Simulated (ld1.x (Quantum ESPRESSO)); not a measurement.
# Ni: one change to a PAW potential, before and after

ld1.x (Quantum ESPRESSO) 7.5 input, shortened:

```
&input
   title='Ni', zed=28., rel=1, dft='PZ', iswitch=3,
   config='[Ar] 3d8 4s1.5 4p0 4f-2'
 /
 &inputp
   pseudotype=3, lpaw=.true., tm=.true., lloc=3,
   nlcc=.false.,
   which_augfun='PSQ', rmatch_augfun_nc=.true.
 /
7
4S  1  0   1.50   0.00  1.65  2.25  0.0
4S  1  0   0.00   0.10  1.65  2.25  0.0
4P  2  1   0.00   0.00  1.90  2.60  0.0
4P  2  1   0.00   0.10  1.90  2.60  0.0
3D  3  2   8.00   0.00  1.10  1.30  0.0
3D  3  2   0.00  -0.40  1.10  1.30  0.0
4F  4  3  -2.00  -0.15  2.65  2.65  0.0
 &test
   configts(1)='3d8 4s1.5 4p0'
 /
```

All-electron outer shells of the reference configuration (LDA (PZ), scalar-relativistic, ld1.x):

```csv
shell,level (eV),outermost node (bohr),outermost maximum (bohr)
3p,-75.65,0.27,0.65
3d,-13.50,–,0.63
4s,-9.56,0.92,2.15
4p,-4.40,1.00,2.84
```

Change: reference 3d8 4s1.75 4p0.

Cutoffs: the cutoffs (Ry, on a coarse ladder) from which the occupation-weighted sum of valence levels, in a spherical-Bessel basis at the reference potential, stays within 10 and 1 mRy of its value at 400 Ry; they do not see the model core or the augmentation charge, which bear on the density cutoff. Errors are all-electron minus pseudo energies relative to the spin-unpolarised reference configuration.

Problem. What does the change do?

Solution. The potential gets neither clearly harder nor softer (70 Ry and 110 Ry → 70 Ry and 110 Ry); neither file shows a bound ghost.

| quantity | base | changed |
| --- | --- | --- |
| cutoff, loose | 70 Ry | 70 Ry |
| cutoff, tight | 110 Ry | 110 Ry |
| bound ghosts | none | none |
| largest error over its own tests, meV | -261 | -1570 |
| s: phases at 2.89 bohr within 0.05 rad from the reference energy up to (Ry; the scan ends near 5) | 2.7 | 2.8 |
| p: phases at 2.89 bohr within 0.05 rad from the reference energy up to (Ry; the scan ends near 5) | 3.1 | 3.2 |
| d: phases at 2.89 bohr within 0.05 rad from the reference energy up to (Ry; the scan ends near 5) | 4.5 | 4.6 |
| f: phases at 2.89 bohr within 0.05 rad from the reference energy up to (Ry; the scan ends near 5) | to the end of the scan | to the end of the scan |
| lowest overlap eigenvalue by channel | s 0.39, p 0.67, d 0.96 | s 0.39, p 0.68, d 0.95 |
